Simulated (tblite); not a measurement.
Compound: C7H14FNSi.
Numbering: `[CH3:1][CH:2]([CH3:3])[SiH2:4][CH2:5][CH2:6][C@H:7]([F:8])[C:9]#[N:10]` (hydrogens: H11, H12, H13 on C1; H14 on C2; H15, H16, H17 on C3; H18, H19 on Si4; H20, H21 on C5; H22, H23 on C6; H24 on C7)

The geometry is computed with GFN2-xTB (gas phase).

Task: Give the optimised bond lengths and angles.

Result: 
| bond | length (Å) | order |
| --- | --- | --- |
| C1–C2 | 1.528 | single |
| C2–C3 | 1.526 | single |
| C2–Si4 | 1.908 | single |
| Si4–C5 | 1.907 | single |
| C5–C6 | 1.521 | single |
| C6–C7 | 1.533 | single |
| C7–F8 | 1.382 | single |
| C7–C9 | 1.453 | single |
| C9≡N10 | 1.142 | triple |
| C1–H11, C1–H12, C1–H13 | 1.088 | single |
| C2–H14 | 1.096 | single |
| C3–H15, C3–H16, C3–H17 | 1.088 | single |
| Si4–H18 | 1.470 | single |
| Si4–H19 | 1.468 | single |
| C5–H20 | 1.092 | single |
| C5–H21 | 1.091 | single |
| C6–H22 | 1.092 | single |
| C6–H23 | 1.091 | single |
| C7–H24 | 1.101 | single |

Bonds in one row agree within 0.01 Å and their mean is given. Orders are formal, as drawn. A selection of angles:
| angle | degrees |
| --- | --- |
| C2–C1–H11 | 110.6 |
| H11–C1–H12 | 108.3 |
| C1–C2–C3 | 110.0 |
| C1–C2–Si4 | 111.9 |
| C1–C2–H14 | 107.7 |
| C3–C2–Si4 | 110.8 |
| C3–C2–H14 | 107.4 |
| Si4–C2–H14 | 108.9 |
| C2–C3–H15 | 110.8 |
| H15–C3–H16 | 108.1 |
| C2–Si4–C5 | 109.2 |
| C2–Si4–H18 | 109.7 |
| C2–Si4–H19 | 110.8 |
| C5–Si4–H18 | 108.7 |
| C5–Si4–H19 | 109.0 |
| H18–Si4–H19 | 109.3 |
| Si4–C5–C6 | 112.0 |
| Si4–C5–H20 | 110.1 |
| Si4–C5–H21 | 109.9 |
| C6–C5–H20 | 109.1 |
| C6–C5–H21 | 108.9 |
| H20–C5–H21 | 106.6 |
| C5–C6–C7 | 111.7 |
| C5–C6–H22 | 110.3 |
| C5–C6–H23 | 110.5 |
| C7–C6–H22 | 108.7 |
| C7–C6–H23 | 107.8 |
| H22–C6–H23 | 107.8 |
| C6–C7–F8 | 110.1 |
| C6–C7–C9 | 110.9 |
| C6–C7–H24 | 111.2 |
| F8–C7–C9 | 109.3 |
| F8–C7–H24 | 106.3 |
| C9–C7–H24 | 109.0 |
| C7–C9–N10 | 178.8 |

Torsions: C1–C2–Si4–C5 -60° (synclinal); C2–Si4–C5–C6 -172° (antiperiplanar); Si4–C5–C6–C7 180° (antiperiplanar); C5–C6–C7–F8 -175° (antiperiplanar).

The C–C distances run from 1.453 Å (C7–C9, drawn single) to 1.533 Å (C6–C7, drawn single), a spread of 0.080 Å. Si4 (SiH2 silicon) is tetrahedral (angles from 108.7° to 110.8°). Of the pairs four or more bonds apart, C9···H21 is among the closest relative to their van der Waals radii: 2.63 Å, 91 % of the sum of Bondi's values.

Point group: C1 (no symmetry element, even within 0.4 Å). Its GFN2-xTB frequencies are all real (lowest 21 cm⁻¹). The numbers are those of one conformer. 3 starts were optimised and ended at 0.00, 0.43 and 0.73 kcal/mol (GFN2-xTB); the lowest of these is shown.

Time: 1.4 s. Hardware: one thread, Arm Neoverse V1 (aarch64), shared host with 32 logical CPUs at a one-minute load of 17. That covers the optimisation of the geometry.
